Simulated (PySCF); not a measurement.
# Potassium: a sound run and one with changed settings

Sound run: K²⁺ [Ne] 3s2 3p5, K³⁺ [Ne] 3s2 3p4. Calculation: PySCF 2.14, in x2c-SVPall (5s3p2d, 24 functions); the spin-free X2C one-electron Hamiltonian (Gaussian nucleus). In the sound run the correlated levels freeze [Ne] 3s2. The sound run starts from symmetry-adapted Hartree-Fock orbitals and uses a fine grid where one is needed.

A second run was set up differently.

| species | method | sound run (hartree) | changed run (hartree) | converged |
| --- | --- | --- | --- | --- |
| K²⁺ | MP2 | -600.07651 | -600.08634 | yes |
| K²⁺ | CCSD(T) | -600.08000 | -600.09198 | yes |
| K³⁺ | MP2 | -598.34101 | -598.35702 | yes |
| K³⁺ | CCSD(T) | -598.34319 | -598.36308 | yes |

Ionisation energy of K²⁺:

```
 method  sound run (eV)  changed run (eV)
    UHF          46.917            46.917
    MP2          47.225            47.057
SCS-MP2          47.231            47.030
   CCSD          47.261            47.044
CCSD(T)          47.261            47.046
```

Problem. What was changed?
A. level shift left on
B. minimal basis
C. all electrons correlated in a valence basis
D. a valence shell is frozen

Solution. C. A valence basis has no tight correlating functions, so it recovers only part of the core correlation, and not evenly between atom and ion.
